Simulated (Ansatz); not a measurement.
A set of 12 reactions (atomization), with CCSD(T)/CBS values in kJ/mol:

```tsv
reaction	ΔE
`CS/C=C(/N)O` → 3 C• + 7 H• + N• + O• + S•	5025.1
`CC(C)(C)[O][Sn][O]C(C)(C)C` → 8 C• + 18 H• + 2 O• + Sn•	11551.1
`C[SiH](O)[SiH3]` → C• + 8 H• + O• + 2 Si•	4097.7
`CC(C)(C)N[SiH2]NC(C)(C)C` → 8 C• + 22 H• + 2 N• + Si•	12824.0
`CO[SiH](O)Br` → Br• + C• + 5 H• + 2 O• + Si•	3761.0
`C[O][Ge]([F])([F])[O]C` → 2 C• + 2 F• + Ge• + 6 H• + 2 O•	5023.0
`C#C[O][Zn][CH3]` → 3 C• + 4 H• + O• + Zn (atom)	3397.4
`C[SiH]1CCC1` → 4 C• + 10 H• + Si•	5769.9
`[F+]1[InH2-][F+][InH2-]1` → 2 F• + 4 H• + 2 In•	2080.4
`N[SiH](S)Cl` → Cl• + 4 H• + N• + S• + Si•	2613.9
`O[B](F)[InH2]` → B• + F• + 3 H• + In• + O•	2324.4
`[CH2]1[AlH][InH]1` → Al• + C• + 4 H• + In•	1839.0
```

Computed with Ansatz on PBE0-D4/def2-TZVP structures; ΔE is electronic, products minus reactants. CCSD(T)/CBS adds triple-zeta CCSD(T) − MP2 to the extrapolated MP2 energy (def2 sets, frozen cores). This one scheme is used for every species, atoms too. Functionals use def2-TZVPP. B3LYP here is the variant with VWN-RPA as its local correlation; programs differ in this. Open shells (•) are unrestricted, without spin–orbit coupling. Spin–orbit coupling would lower the free atoms: a little for Al, B, C, Cl, F, O, S, Si; clearly for Br, Ge; strongly for In, Sn. def2 core potentials past Kr. Bonds to Br, Ge, In, Sn, Zn are less sure, by a few kJ/mol each and by 10 to 20 or more in all where they break to atoms, as the def2 sets lack core-valence functions. Scalar relativity is left out up to krypton. One conformer a species, not always the lowest.

Q: Give the mean, mean absolute and largest difference (level minus CCSD(T)/CBS, kJ/mol) for: PBE-D4, r2SCAN-D4, ωB97M-V, B2PLYP, PBE, r2SCAN, PBE0, B3LYP, HF/def2-TZVPP, CCSD/def2-TZVPP, CCSD(T)/def2-TZVPP, HF/def2-QZVPP, HF/CBS(def2), MP2/CBS(def2). (Best estimate.)

A: Ansatz gave: 
| level | mean | mean absolute | largest |
| --- | --- | --- | --- |
| PBE-D4 | 73.7 | 87.1 | 210.3 |
| r2SCAN-D4 | 3.2 | 14.8 | 34.7 |
| ωB97M-V | 4.4 | 19.4 | 41.9 |
| B2PLYP | -70.6 | 70.6 | -150.9 |
| PBE | 42.4 | 63.9 | 157.7 |
| r2SCAN | -5.0 | 18.3 | -33.5 |
| PBE0 | -35.1 | 45.3 | -113.2 |
| B3LYP | -71.6 | 71.6 | -153.1 |
| HF/def2-TZVPP | -1373.9 | 1373.9 | -3314.0 |
| CCSD/def2-TZVPP | -202.3 | 202.3 | -454.1 |
| CCSD(T)/def2-TZVPP | -128.8 | 128.8 | -294.8 |
| HF/def2-QZVPP | -1365.9 | 1365.9 | -3299.8 |
| HF/CBS(def2) | -1364.7 | 1364.7 | -3297.4 |
| MP2/CBS(def2) | 72.3 | 72.5 | 155.5 |

The largest T1 diagnostic in the set is 0.018, for Al• (customary mark 0.045).

CCSD(T)/CBS is a level of theory with its own doubt, and the functionals carry their triple-zeta basis error, so these figures describe this set and don't rank the functionals.
